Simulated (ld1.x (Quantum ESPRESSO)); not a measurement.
Before and after: TM potential for zirconium (Zr)

* Element: Zr
* Generator: ld1.x (Quantum ESPRESSO) 7.5
* Type: norm-conserving Troullier–Martins (Kleinman–Bylander form)
* Functional: PBE
* Relativity: non-relativistic
* Frozen core: [Ar] 3d10 4s2
* Valence charge: 10
* Reference configuration: 4p6 4d2 5s1 5p0 (charge +1)
* Partial waves: 4p (bound): rc 1.35 bohr; 4d (bound): rc 2.20 bohr; 5s (bound): rc 3.30 bohr
* Local potential: the s channel
* Core correction: a·sin(br)/r model core, default radius (core density twice the valence density)

Change: all radii but the core radius scaled by about 1.42 (s 4.68, p 1.92, d 3.12 bohr).

Cutoffs: the cutoffs (Ry, on a coarse ladder) from which the occupation-weighted sum of valence levels, in a spherical-Bessel basis at the reference potential, stays within 10 and 1 mRy of its value at 400 Ry; they do not see the model core or the augmentation charge, which bear on the density cutoff. Errors are all-electron minus pseudo energies relative to the spin-unpolarised reference configuration.

Q: Predict the effect on cutoff, ghosts and configuration errors.

A: The potential gets softer (55 Ry and 100 Ry → 30 Ry and 40 Ry); of the 7 tests that both files solve, the error grows in 4 and shrinks in 1 by more than 15 % and 0.3 meV (median size 56.6 → 100.0 meV); neither file shows a bound ghost at the reference potential, the only one tested. A larger radius leaves more room for a smooth pseudo-wave, so fewer plane waves are needed.

```tsv
quantity	base	changed
cutoff, loose	55 Ry	30 Ry
cutoff, tight	100 Ry	40 Ry
loose cutoff by channel (10 mRy a level)	p 40 Ry, d 25 Ry, s 6 Ry	p 18 Ry, d 18 Ry, s 6 Ry
bound ghosts	none	none
error for 4p6 4d2 5s2 5p0, meV [ΔE -6.92 eV]	-3.0	+3.3
error for 4p6 4d2 5s0 5p0, meV [ΔE 12.61 eV]	-9.3	-56
error for 4p6 4d1 5s0 5p0, meV [ΔE 35.57 eV]	-57	-227
error for 4p6 4d2 5s1 5p1, meV [ΔE -4.09 eV]	-491	-462
error for 4p5 4d2 5s2 5p0, meV [ΔE 30.88 eV]	-337	-100
error for 4p6 4d0 5s0 5p0, meV [ΔE 70.24 eV]	-194	-275
error for 4p6 4d2.5 5s1.5 5p0, meV [ΔE -6.65 eV]	-6.4	+15
```

Base: These tests converged, but a pseudo level misses the all-electron one widely, so the file describes the atom poorly there or has found another state: 4p6 4d1 5s0 5p0: empty 5p by 2.1 eV; 4p6 4d0 5s0 5p0: empty 5p by 3.2 eV. Changed file: These tests converged, but a pseudo level misses the all-electron one widely, so the file describes the atom poorly there or has found another state: 4p6 4d1 5s0 5p0: empty 5p by 2.3 eV (a node warning on the way); 4p6 4d0 5s0 5p0: empty 5p by 3.7 eV (a node warning on the way).
